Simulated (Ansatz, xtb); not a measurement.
## Relaxing a trial structure of C5H9AlO

The starting geometry of this gas-phase singlet was built from a drawn formula by distance geometry and a force field; its bonds are those of `C=C[C@@H](C=O)[AlH][CH3]`.

```xyz
16

C     0.2746    0.5249    2.4789
C     0.5715    0.2312    1.2732
C    -0.0279    0.8708    0.0962
C     1.0489    1.0154   -0.9920
C    -1.9330   -2.0147    0.3141
Al   -1.5356   -0.3202   -0.6092
O     1.2376    2.1099   -1.4929
H     0.6909    0.0713    3.3669
H    -0.4356    1.3828    2.6842
H     1.2758   -0.6444    1.1296
H    -0.4473    1.8476    0.3342
H     1.5691    0.1252   -1.4447
H    -2.3176    0.1257   -1.9577
H    -2.7860   -2.5151   -0.2411
H    -2.2432   -1.7570    1.3299
H    -1.0513   -2.6545    0.3571
```

Problem. Where would you expect an optimisation with r2SCAN-D4/def2-SVP to take it?

Solution. New bonds form, giving a structure given below by its coordinates. Contacts that close: C1–Al6 (3.68 → 2.22 Å), C2–Al6 (2.88 → 2.15 Å).

The energy falls by 1.06 eV over 44 steps:

```json
{"step": "1", "E − E(last) (eV)": "1.064"}
{"step": "6", "E − E(last) (eV)": "0.488"}
{"step": "11", "E − E(last) (eV)": "0.441"}
{"step": "15", "E − E(last) (eV)": "0.405"}
{"step": "20", "E − E(last) (eV)": "0.334"}
{"step": "25", "E − E(last) (eV)": "0.130"}
{"step": "30", "E − E(last) (eV)": "0.011"}
{"step": "34", "E − E(last) (eV)": "0.003"}
{"step": "39", "E − E(last) (eV)": "0.000"}
{"step": "44", "E − E(last) (eV)": "0.000"}
```

Final geometry (Å):

```tsv
atom	x (Å)	y (Å)	z (Å)
C	-0.2692	0.6034	2.2979
C	0.5266	0.4159	1.1621
C	0.3327	1.0361	-0.0989
C	1.0898	0.5809	-1.2654
C	-1.6250	-1.9668	0.1421
Al	-1.4869	-0.0682	0.5663
O	1.1240	1.1370	-2.3424
H	-0.0875	-0.0027	3.1889
H	-0.7978	1.5524	2.4477
H	1.1681	-0.4808	1.1478
H	-0.1322	2.0289	-0.1700
H	1.6581	-0.3796	-1.0860
H	-2.6114	1.0384	0.4907
H	-1.9251	-2.1186	-0.9090
H	-2.3925	-2.4617	0.7618
H	-0.6810	-2.5159	0.2929
```

From the same start GFN2-xTB ends elsewhere, differing in C1–Al6 (6.29 against 2.22 Å here), C2–Al6 (5.28 against 2.15 Å here), C3–Al6 (3.88 against 2.23 Å here), Al6–O7 (1.66 against 4.09 Å here).

The end wasn't checked by frequencies. Run with Ansatz 0.2.0, 5.6 min on 2 threads of Intel(R) Xeon(R) Processor @ 2.50GHz (Skylake/Cascade Lake) (shared host).
